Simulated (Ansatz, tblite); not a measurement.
Cost and result up the ladder for the cluster KNa₂⁺ (the lowest singlet isomer of a short search) (3 atoms). The state is a singlet with charge 1. Geometry: PBE/def2-TZVP.

```xyz
3

Na    0.898    1.641    0.821
Na    0.279   -1.543    1.309
K    -1.178   -0.097   -2.130
```

Ansatz on 4 threads of Arm Neoverse V1 on a shared host; xTB runs through tblite on one thread. Times are rough, summed over both states, and most runs start from the orbitals of an earlier one. PBE-QIDH/def2-TZVP serves as the yardstick here, not as an exact answer. The other state is a triplet at its own geometry, which has other bonds, so the gap mixes isomer and spin.

The xTB rows come from tblite. HSE06 is defined as in plane-wave codes, on full-range PBE exchange. Correlated methods freeze 7 core orbitals; core or outer-core shells of Na, K are correlated, in sets that lack core-valence functions. The structure comes from a short search, and lower isomers may exist.

Run but left out: HF/STO-3G (singlet: restricted singlet, unstable in another Hartree–Fock run and untested here); HF/def2-TZVP, HF/def2-TZVPP (singlet: restricted singlet, unstable towards broken spin symmetry).

Correlated methods converge slowly with the basis.

xTB has no spin-polarisation term.

```csv
level,functions,wall time,triplet − singlet (eV),difference from PBE-QIDH/def2-TZVP (eV),remarks
GFN1-xTB,12,0.002 s,1.98,1.39,–
GFN2-xTB,12,0.002 s,1.60,1.01,–
MP2/def2-TZVP,97,1.1 s,0.50,-0.09,restricted SCF unstable (singlet)
PBE/def2-TZVP,97,2 s,0.74,0.15,–
HSE06/def2-TZVP,97,2.7 s,0.67,0.08,–
RPA@PBE/def2-TZVP,97,3 s,0.62,0.03,–
PBE-QIDH/def2-TZVP,97,3.2 s,0.59,0.00,–
B2PLYP/def2-TZVP,97,3.4 s,0.70,0.11,–
PBE0/def2-TZVP (with forces),97,3.5 s,0.67,0.08,–
r2SCANh/def2-TZVP,97,4.7 s,0.54,-0.05,–
r2SCAN/def2-TZVP,97,4.7 s,0.54,-0.05,–
CCSD(T)/def2-TZVPP,97,6.4 s,0.69,0.10,restricted SCF unstable (singlet)
```
